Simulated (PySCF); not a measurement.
Molecule: SMILES CN(C)[SiH2]N, C2H10N2Si.

Cartesian coordinates in Å; atom numbers follow the order of the lines, from 1:
```xyz
15

C    -1.597   -0.926   -0.226
N    -0.457   -0.058   -0.102
C    -0.784    1.172    0.574
Si    1.139   -0.697   -0.085
N     2.161    0.676   -0.313
H    -2.405   -0.408   -0.752
H    -1.980   -1.241    0.754
H    -1.326   -1.815   -0.790
H    -1.536    1.724    0.001
H     0.109    1.782    0.669
H    -1.191    0.988    1.577
H     1.624   -1.283    1.173
H     1.131   -1.713   -1.148
H     3.154    0.520   -0.266
H     1.954    1.287   -1.088
```

Frames of a GFN2-xTB Langevin trajectory at 300 K; GIAO PBE0/pcSseg-1 shieldings in PySCF, gas phase, non-relativistic; equivalent atoms averaged within each frame.

Shifts are taken against calculated references (same method and geometry level): $^{13}$C (σ = 186.93 ppm), $^{29}$Si (σ = 349.16 ppm), $^{1}$H (σ = 31.72 ppm) against TMS; $^{15}$N (σ = 267.73 ppm) against NH3. The references are static minima.

How do the shifts (ppm) fluctuate along the trajectory?

Results:


```
         time (fs)  C1/C3    N5    N2    Si4  H12/H13  H6/H7/H8/H9/H10/H11  H14/H15
optimised geometry   39.2  14.7  20.6  -31.9     4.95                 2.67     0.02
               250   41.6  13.8   3.7  -32.0     5.01                 2.89     0.34
               425   47.1  10.7   6.4  -35.9     5.15                 3.06     0.59
               625   40.6  23.0  30.4  -22.2     4.49                 2.87     0.79
               800   41.8  22.6  11.1  -27.0     5.13                 3.53     0.30
              1000   41.9  10.7  30.7  -34.5     4.13                 2.78     0.19
    mean of frames   42.6  16.2  16.5  -30.3     4.78                 3.03     0.44
standard deviation    2.6   6.2  13.1    5.7     0.45                 0.30     0.25
```

5 frames give an uncertainty of the mean of about the standard deviation over 2.2 at best, since frames this close in time may not be independent; classical motion lacks zero-point vibration, and the reference would need the same averaging.
